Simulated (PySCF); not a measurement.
Species: C₆H₅P₃S.
SMILES: `C#CC1=PC(SC)=PC=P1`

Torsions of this conformer, `[CH:1]#[C:2][c:3]1[p:4][cH:5][p:6][c:7]([S:8][CH3:9])[p:10]1`: P6–C7–S8–C9 0°.

The closed-shell ground state was solved at several levels (PySCF, density fitting, gas phase, non-relativistic). The structure is a single PBE0-D3(BJ)/def2-SVP conformer in the gas phase; no vibrational or solvent corrections.

| level | basis functions | total energy (Eh) | HOMO (eV) | LUMO (eV) | gap (eV) | dipole (D) |
| --- | --- | --- | --- | --- | --- | --- |
| B3LYP/def2-SVPD | 259 | -1653.2596 | -6.23 | -2.89 | 3.34 | 1.94 |
| B3LYP/pcSseg-1 | 223 | -1653.7797 | -6.25 | -2.88 | 3.37 | 1.89 |

(1) Estimate the row for PBE0/pcSseg-1, a basis of 223 functions; the other rows only guide the guess.

(2) Over all these levels, which gives the widest orbital gap and which the narrowest?

(3) How far do the dipole and the HOMO energy spread over the levels?

Answers

(1) Total energy -1652.8954 Eh, HOMO -6.48 eV, LUMO -2.83 eV, gap 3.65 eV, dipole 1.88 D.

(2) PBE0/pcSseg-1 (global hybrid, 25 % exact exchange) has the widest, 3.65 eV, and B3LYP/def2-SVPD (global hybrid, 20 % exact exchange) the narrowest, 3.34 eV. Functional and basis both differ between the two, so the spread mixes both effects.

(3) The dipole runs from 1.88 to 1.94 D (mean 1.90 D) and the HOMO from -6.48 to -6.23 eV.
